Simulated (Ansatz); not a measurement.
Ansatz (a program for electronic structure) input file for H10Si4, SMILES [SiH3][SiH]([SiH3])[SiH3], PBE0-D3(BJ)/def2-SVP. 

Ansatz 0.2 input:
```yaml
crystal:
  periodic: [false, false, false]
  atoms:
    - {symbol: Si, position_ang: [-0.01571209, 2.09648212, -0.79823922]}
    - {symbol: Si, position_ang: [0.04587583, 0.14618905, 0.46998374]}
    - {symbol: Si, position_ang: [1.91725246, -1.16412057, 0.02269272]}
    - {symbol: Si, position_ang: [-1.94159193, -1.06042635, 0.36346936]}
    - {symbol: H, position_ang: [1.19453575, 2.91195555, -0.67247844]}
    - {symbol: H, position_ang: [-0.15515984, 1.78377527, -2.22316575]}
    - {symbol: H, position_ang: [-1.13717664, 2.97529298, -0.45837499]}
    - {symbol: H, position_ang: [0.18276432, 0.58343407, 1.88171622]}
    - {symbol: H, position_ang: [3.18228430, -0.43851039, 0.15990925]}
    - {symbol: H, position_ang: [1.87926701, -1.67018602, -1.35214465]}
    - {symbol: H, position_ang: [2.02448678, -2.33895276, 0.89108702]}
    - {symbol: H, position_ang: [-1.94642206, -2.24964943, 1.21859462]}
    - {symbol: H, position_ang: [-3.11893445, -0.27743441, 0.74584956]}
    - {symbol: H, position_ang: [-2.18718517, -1.53346413, -1.00168533]}
basis:
  gaussian:
    orbitals: def2-SVP
hamiltonian:
  xc: pbe0
  dispersion: d3bj
relax: {f_tol: 0.002, max_steps: 200}
```

Output:

```
WARN ansatz: RAYON_NUM_THREADS=1 ignored (pool sized by the plan → 1); use --threads N
Functional definition: PBE0
integrals: 0.08 GiB planned
1241 factors; integrals over basis functions are off by at most 4.2e-4 eV
mean field: 0.62 GiB planned
mean field evaluation 1: about -31648.9679 eV, gradient 1.1e1 eV
mean field evaluation 2: about -31649.4116 eV, gradient 4.8e0 eV
mean field evaluation 4: about -31649.5022 eV, gradient 2.9e-1 eV
mean field evaluation 8: about -31649.5005 eV, gradient 8.5e-3 eV
mean field -31649.50046979 eV, -1163.0976894629 hartree, gradient 2.0e-5 eV, S^2 0.000000; 0 other end points of the search recorded, 0 dependent functions left out
the calculation of the forces begins
reference -31649.50050449 eV, -1163.0976907382 hartree; 33, 33 occupied and 89, 89 virtual orbitals, 1241 factors
relax step   1: F+E_penalty+E_count = -31649.84512234 eV  Δ(F+E_penalty+E_count) = +0.000e0 eV  max|allowed force component| = 6.109e-1 eV/Å  Δτ_max = 0.0000 Å  (21 SCF iters, accepted)
these checks for a lower state are left out or cut short: starts, cluster_reference, orbital_swaps, neighbouring_geometries, increment
integrals: 0.08 GiB planned
1241 factors; integrals over basis functions are off by at most 4.7e-4 eV
mean field: 0.62 GiB planned
mean field evaluation 16: about -31649.6283 eV, gradient 6.3e-2 eV
mean field -31649.62833432 eV, -1163.1023883976 hartree, gradient 2.4e-5 eV, S^2 0.000000; 0 other end points of the search recorded, 0 dependent functions left out
the calculation of the forces begins
reference -31649.62836875 eV, -1163.1023896631 hartree; 33, 33 occupied and 89, 89 virtual orbitals, 1241 factors
relax step   2: F+E_penalty+E_count = -31649.97847325 eV  Δ(F+E_penalty+E_count) = -1.334e-1 eV  max|allowed force component| = 3.406e-1 eV/Å  Δτ_max = 0.1144 Å  (22 SCF iters, accepted)
these checks for a lower state are left out or cut short: starts, cluster_reference, orbital_swaps, neighbouring_geometries, increment
integrals: 0.08 GiB planned
1241 factors; integrals over basis functions are off by at most 5.0e-4 eV
mean field: 0.62 GiB planned
mean field -31649.66239389 eV, -1163.1036400640 hartree, gradient 1.8e-5 eV, S^2 0.000000; 0 other end points of the search recorded, 0 dependent functions left out
the calculation of the forces begins
reference -31649.66242832 eV, -1163.1036413291 hartree; 33, 33 occupied and 89, 89 virtual orbitals, 1241 factors
relax step   3: F+E_penalty+E_count = -31650.01127864 eV  Δ(F+E_penalty+E_count) = -3.281e-2 eV  max|allowed force component| = 4.358e-2 eV/Å  Δτ_max = 0.0633 Å  (20 SCF iters, accepted)
these checks for a lower state are left out or cut short: starts, cluster_reference, orbital_swaps, neighbouring_geometries, increment
integrals: 0.08 GiB planned
1241 factors; integrals over basis functions are off by at most 5.0e-4 eV
mean field: 0.62 GiB planned
mean field -31649.66284677 eV, -1163.1036567067 hartree, gradient 1.0e-5 eV, S^2 0.000000; 0 other end points of the search recorded, 0 dependent functions left out
the calculation of the forces begins
reference -31649.66288106 eV, -1163.1036579669 hartree; 33, 33 occupied and 89, 89 virtual orbitals, 1241 factors
relax step   4: F+E_penalty+E_count = -31650.01290517 eV  Δ(F+E_penalty+E_count) = -1.627e-3 eV  max|allowed force component| = 1.508e-2 eV/Å  Δτ_max = 0.0447 Å  (21 SCF iters, accepted)
these checks for a lower state are left out or cut short: starts, cluster_reference, orbital_swaps, neighbouring_geometries, increment
integrals: 0.08 GiB planned
1241 factors; integrals over basis functions are off by at most 5.0e-4 eV
mean field: 0.62 GiB planned
mean field evaluation 32: about -31649.6624 eV, gradient 4.3e-4 eV
mean field -31649.66239214 eV, -1163.1036399994 hartree, gradient 2.0e-5 eV, S^2 0.000000; 0 other end points of the search recorded, 0 dependent functions left out
the calculation of the forces begins
reference -31649.66242639 eV, -1163.1036412582 hartree; 33, 33 occupied and 89, 89 virtual orbitals, 1241 factors
relax step   5: F+E_penalty+E_count = -31650.01305967 eV  Δ(F+E_penalty+E_count) = -1.545e-4 eV  max|allowed force component| = 2.731e-3 eV/Å  Δτ_max = 0.0135 Å  (19 SCF iters, accepted)
these checks for a lower state are left out or cut short: starts, cluster_reference, orbital_swaps, neighbouring_geometries, increment
integrals: 0.08 GiB planned
1241 factors; integrals over basis functions are off by at most 5.1e-4 eV
mean field: 0.62 GiB planned
mean field -31649.66231167 eV, -1163.1036370424 hartree, gradient 9.0e-5 eV, S^2 0.000000; 0 other end points of the search recorded, 0 dependent functions left out
the calculation of the forces begins
reference -31649.66234592 eV, -1163.1036383008 hartree; 33, 33 occupied and 89, 89 virtual orbitals, 1241 factors
relax step   6: F+E_penalty+E_count = -31650.01307887 eV  Δ(F+E_penalty+E_count) = -1.920e-5 eV  max|allowed force component| = 3.419e-4 eV/Å  Δτ_max = 0.0051 Å  (16 SCF iters, accepted)
these checks for a lower state are left out or cut short: starts, cluster_reference, orbital_swaps, neighbouring_geometries, increment
integrals: 0.08 GiB planned
1241 factors; integrals over basis functions are off by at most 5.1e-4 eV
mean field: 0.62 GiB planned
mean field -31649.66222432 eV, -1163.1036338322 hartree, gradient 3.5e-5 eV, S^2 0.000000; 0 other end points of the search recorded, 0 dependent functions left out
the calculation of the forces begins
reference -31649.66225856 eV, -1163.1036350904 hartree; 33, 33 occupied and 89, 89 virtual orbitals, 1241 factors
relax step   7: F+E_penalty+E_count = -31650.01308211 eV  Δ(F+E_penalty+E_count) = -3.238e-6 eV  max|allowed force component| = 1.119e-3 eV/Å  Δτ_max = 0.0035 Å  (17 SCF iters, accepted)
integrals: 0.08 GiB planned
1241 factors; integrals over basis functions are off by at most 5.1e-4 eV
mean field: 0.62 GiB planned
mean field -31649.66222432 eV, -1163.1036338322 hartree, gradient 3.5e-5 eV, S^2 0.000000; 1 other end points of the search recorded, 0 dependent functions left out
the calculation of the forces begins
reference -31649.66225856 eV, -1163.1036350904 hartree; 33, 33 occupied and 89, 89 virtual orbitals, 1241 factors
Total energy: -31650.01311635 eV, -1163.1165288764 hartree
Atom 0 at    -0.017014     2.059349    -0.800845 Å, force    -0.000340     0.000952     0.000020 eV/Å
Atom 1 at     0.059532     0.188717     0.610428 Å, force     0.000040    -0.000084    -0.001119 eV/Å
Atom 2 at     1.887138    -1.149850     0.006360 Å, force     0.000647    -0.000738     0.000486 eV/Å
Atom 3 at    -1.914341    -1.048645     0.346700 Å, force    -0.000652    -0.000442     0.000150 eV/Å
Atom 4 at     1.237246     2.864988    -0.682534 Å, force     0.000061    -0.000282     0.000185 eV/Å
Atom 5 at    -0.155598     1.590552    -2.214513 Å, force     0.000017    -0.000306     0.000078 eV/Å
Atom 6 at    -1.186577     2.929032    -0.466186 Å, force    -0.000041    -0.000118     0.000048 eV/Å
Atom 7 at     0.199016     0.630059     2.036227 Å, force     0.000193     0.000044     0.000079 eV/Å
Atom 8 at     3.167549    -0.387370     0.130480 Å, force    -0.000256     0.000219     0.000200 eV/Å
Atom 9 at     1.719728    -1.579641    -1.416559 Å, force    -0.000232     0.000370    -0.000064 eV/Å
Atom 10 at     1.961176    -2.367892     0.870714 Å, force    -0.000178    -0.000028    -0.000173 eV/Å
Atom 11 at    -1.893689    -2.271026     1.207851 Å, force     0.000216     0.000201     0.000191 eV/Å
Atom 12 at    -3.109554    -0.223500     0.702818 Å, force     0.000311     0.000260    -0.000061 eV/Å
Atom 13 at    -2.030328    -1.470388    -1.083727 Å, force     0.000214    -0.000047    -0.000019 eV/Å
Dipole moment:     0.002495     0.007831     0.025332 e Å
```

The calculation finished and met its thresholds.

Cost: very roughly 30 core-seconds.
